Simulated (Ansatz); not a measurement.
# A relaxation, step by step

GeH6OF2, singlet, PBE0-D4/def2-TZVP (Ansatz 0.2.0). Settings:

```yaml
hamiltonian: {xc: pbe0, dispersion: d4}
relax: {f_tol: 0.005, max_steps: 200}
```

Start, a step off a saddle point along its unstable mode:

Ge1  (-1.049, -0.460, -0.378)
O2  (-0.151, 0.999, 0.244)
H3  (-0.346, -1.117, -1.575)
H4  (-1.475, -1.396, 0.770)
H5  (-2.277, 0.309, -0.886)
H6  (1.570, -0.593, 0.569)
F7  (1.079, -1.313, 0.510)
H8  (1.118, 0.955, 0.390)
F9  (1.994, 0.807, 0.535)
H10  (-0.463, 1.810, -0.179)
(Å)

```tsv
step	energy less the last (meV)	largest force component (eV/Å)
1	873.2	6.485
2	128.2	1.251
3	40.3	0.250
4	21.0	0.218
5	10.9	0.178
6	8.9	0.103
7	8.6	0.110
8	7.3	0.040
9	7.1	0.128
10	6.0	0.060
11 (rejected trial)	7.6	0.463
12	5.4	0.033
13	4.5	0.074
14	4.0	0.213
15	3.1	0.136
16	2.1	0.023
17	1.4	0.155
18	0.8	0.066
19	0.5	0.026
20	0.2	0.073
21	0.1	0.047
22	0.0	0.007
23	0.0	0.005
```

Step 2, positions (Å) and forces (eV/Å):

```json
{"atom": "Ge1", "x": "-1.126", "y": "-0.436", "z": "-0.415", "Fx": "-0.385", "Fy": "-0.029", "Fz": "-0.147"}
{"atom": "O2", "x": "-0.180", "y": "1.004", "z": "0.212", "Fx": "-0.786", "Fy": "0.244", "Fz": "-0.290"}
{"atom": "H3", "x": "-0.396", "y": "-1.095", "z": "-1.586", "Fx": "0.057", "Fy": "0.042", "Fz": "0.064"}
{"atom": "H4", "x": "-1.490", "y": "-1.351", "z": "0.751", "Fx": "0.073", "Fy": "0.075", "Fz": "-0.013"}
{"atom": "H5", "x": "-2.400", "y": "0.266", "z": "-0.953", "Fx": "0.069", "Fy": "-0.001", "Fz": "0.047"}
{"atom": "H6", "x": "1.698", "y": "-0.632", "z": "0.614", "Fx": "0.590", "Fy": "0.495", "Fz": "0.085"}
{"atom": "F7", "x": "1.143", "y": "-1.387", "z": "0.568", "Fx": "-0.388", "Fy": "-0.887", "Fz": "0.015"}
{"atom": "H8", "x": "1.166", "y": "0.985", "z": "0.399", "Fx": "-0.556", "Fy": "0.339", "Fz": "-0.069"}
{"atom": "F9", "x": "2.114", "y": "0.817", "z": "0.555", "Fx": "1.251", "Fy": "-0.083", "Fz": "0.181"}
{"atom": "H10", "x": "-0.530", "y": "1.828", "z": "-0.145", "Fx": "0.076", "Fy": "-0.195", "Fz": "0.128"}
```

Step 13, positions (Å) and forces (eV/Å):

```csv
atom,x,y,z,Fx,Fy,Fz
Ge1,-1.250,-0.358,-0.449,0.006,0.006,0.019
O2,-0.300,1.103,0.096,-0.017,0.054,-0.056
H3,-0.487,-1.024,-1.595,-0.002,-0.006,0.011
H4,-1.402,-1.213,0.803,0.010,0.001,-0.021
H5,-2.588,0.226,-0.933,-0.013,0.001,-0.001
H6,1.884,-0.794,0.667,-0.003,-0.042,-0.009
F7,1.503,-1.643,0.506,0.007,0.042,0.005
H8,1.124,1.002,0.519,-0.008,0.033,-0.005
F9,2.044,0.803,0.779,-0.019,-0.014,0.005
H10,-0.528,1.899,-0.392,0.039,-0.074,0.051
```

Step 16, positions (Å) and forces (eV/Å):

```
atom       x       y       z      Fx      Fy      Fz
 Ge1  -1.255  -0.355  -0.446  -0.001   0.013   0.023
  O2  -0.290   1.112   0.052  -0.008   0.007  -0.022
  H3  -0.539  -1.035  -1.613  -0.002   0.000  -0.004
  H4  -1.345  -1.194   0.822   0.002  -0.007  -0.001
  H5  -2.617   0.216  -0.876   0.003  -0.005  -0.004
  H6   1.883  -0.792   0.657   0.004   0.020   0.017
  F7   1.528  -1.633   0.422  -0.005  -0.021  -0.016
  H8   1.096   1.006   0.582  -0.005  -0.001  -0.002
  F9   1.993   0.797   0.905  -0.002   0.002  -0.002
 H10  -0.454   1.877  -0.505   0.014  -0.008   0.011
```

Last step (23):

```xyz
10
angstrom
Ge -1.2672 -0.3411 -0.4323
O -0.2809 1.1368 -0.0195
H -0.6280 -1.0321 -1.6379
H -1.2461 -1.1543 0.8548
H -2.6659 0.1992 -0.7732
H 1.8779 -0.7818 0.6509
F 1.6061 -1.6030 0.2750
H 1.0248 0.9981 0.6806
F 1.8732 0.7671 1.1041
H -0.2939 1.8110 -0.7024
```

The run took about 33 s on 8 CPU threads of an Intel Xeon Platinum 8259CL (shared host).
